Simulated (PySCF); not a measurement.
Compound: CH8OSi3.
SMILES: `[SiH3][Si@H]1C[SiH2]O1`

Theory: PBE0-D3(BJ)/def2-SVP geometry optimisation, gas phase (PySCF).

Masses are those of the commonest isotopes; rigid-rotor values at the optimised geometry. 

(1) Give the principal moments of inertia and the rotational constants in GHz.

(2) What kind of rotor is it?

(3) What does the inertial defect say?

(4) Give the other two planar moments, Paa and Pbb, and the rms extents of the mass along the axes.

(5) Give the coordinates in the principal-axis frame, origin at the centre of mass.

(6) List the rotational levels J(Ka,Kc) to J = 3 (MHz).

(7) Which types of transition are allowed, and where do some lines up to J = 3 fall?

## Answers

(1) Ia = 94.49, Ib = 363.93, Ic = 383.62 u·Å²; 505379 MHz·u·Å²/I gives 5349, 1389 and 1317 MHz, that is A = 5.3485, B = 1.3887, C = 1.3174 GHz.

(2) A near-prolate asymmetric top: κ = (2 × 1389 − 5349 − 1317)/(5349 − 1317) = -0.96.

(3) Not planar: Δ = Ic − Ia − Ib = -74.80 u·Å². For a rigid frame Δ = −2 Σ m c², so Σ m c² = 37.40 u·Å² lies off the ab plane: 13.23 from hydrogen and 24.17 from heavier atoms. The atom farthest from that plane is 2.19 Å away.

(4) Paa = Σ m a² = (Ib + Ic − Ia)/2 = 326.53 and Pbb = Σ m b² = (Ia + Ic − Ib)/2 = 57.09 u·Å². With the mass M = 119.99 u, the rms extents √(P/M) along a, b and c are 1.65, 0.69, 0.56 Å.

(5) The sense of each axis is arbitrary; atoms in the order of the calculation.
```json
{"atom": "Si1", "mass (u)": "27.977", "a (Å)": "2.377", "b (Å)": "-0.064", "c (Å)": "-0.380"}
{"atom": "Si2", "mass (u)": "27.977", "a (Å)": "0.310", "b (Å)": "0.123", "c (Å)": "0.708"}
{"atom": "C3", "mass (u)": "12.000", "a (Å)": "-0.890", "b (Å)": "1.404", "c (Å)": "-0.033"}
{"atom": "Si4", "mass (u)": "27.977", "a (Å)": "-1.935", "b (Å)": "-0.131", "c (Å)": "-0.418"}
{"atom": "O5", "mass (u)": "15.995", "a (Å)": "-0.756", "b (Å)": "-1.139", "c (Å)": "0.277"}
{"atom": "H6", "mass (u)": "1.008", "a (Å)": "3.081", "b (Å)": "-1.330", "c (Å)": "-0.015"}
{"atom": "H7", "mass (u)": "1.008", "a (Å)": "2.155", "b (Å)": "-0.038", "c (Å)": "-1.860"}
{"atom": "H8", "mass (u)": "1.008", "a (Å)": "3.246", "b (Å)": "1.098", "c (Å)": "-0.010"}
{"atom": "H9", "mass (u)": "1.008", "a (Å)": "0.473", "b (Å)": "0.210", "c (Å)": "2.192"}
{"atom": "H10", "mass (u)": "1.008", "a (Å)": "-0.521", "b (Å)": "1.955", "c (Å)": "-0.911"}
{"atom": "H11", "mass (u)": "1.008", "a (Å)": "-1.321", "b (Å)": "2.119", "c (Å)": "0.684"}
{"atom": "H12", "mass (u)": "1.008", "a (Å)": "-3.243", "b (Å)": "-0.222", "c (Å)": "0.294"}
{"atom": "H13", "mass (u)": "1.008", "a (Å)": "-2.138", "b (Å)": "-0.427", "c (Å)": "-1.865"}
```

(6) Above 0(0,0):
J = 1: 1(0,1) 2706, 1(1,1) 6666, 1(1,0) 6737
J = 2: 2(0,2) 8117, 2(1,2) 12007, 2(1,1) 12221, 2(2,1) 24100, 2(2,0) 24101
J = 3: 3(0,3) 16232, 3(1,3) 20018, 3(1,2) 20445, 3(2,2) 32218, 3(2,1) 32223, 3(3,1) 52196, 3(3,0) 52196
The levels of one J sum to (2J + 1)J(J + 1)(A + B + C)/3.

(7) The dipole components are |μa| = 0.19 D, |μb| = 1.69 D, |μc| = 0.15 D. Intensities carry the squares of the components, which stand as 0.01 : 1.00 : 0.01 (a : b : c). Some lines, for components of 0.1 D or more:

```csv
type,branch,"J(Ka,Kc)",MHz,lower level (cm⁻¹)
b,R,"2(0,2) ← 1(1,1)",1451,0.222
a,R,"1(0,1) ← 0(0,0)",2706,0.000
c,Q,"2(1,2) ← 2(0,2)",3890,0.271
b,Q,"1(1,0) ← 1(0,1)",4031,0.090
b,R,"3(0,3) ← 2(1,2)",4225,0.401
a,R,"2(0,2) ← 1(0,1)",5411,0.090
a,R,"3(2,2) ← 2(2,1)",8118,0.804
c,R,"2(1,1) ← 1(0,1)",9515,0.090
b,R,"3(1,3) ← 2(0,2)",11900,0.271
c,R,"2(2,0) ← 1(1,0)",17364,0.225
c,R,"2(2,1) ← 1(1,1)",17434,0.222
b,R,"2(2,0) ← 1(1,1)",17435,0.222
b,Q,"3(3,0) ← 3(2,1)",19973,1.075
b,Q,"3(3,1) ← 3(2,2)",19978,1.075
c,R,"3(3,1) ← 2(2,1)",28096,0.804
b,R,"3(3,0) ← 2(2,1)",28096,0.804
```

Stationary, but not proved a minimum. Zero-point vibration and centrifugal distortion are left out. A rigid rotor knows nothing of internal rotation, which can split or shift real lines.

The run took 58 s on an Arm Neoverse V2 with one thread, shared host with 192 logical CPUs at a one-minute load of 41, and the process peaked at 0.51 GiB of memory. That covers the optimisation of the geometry.
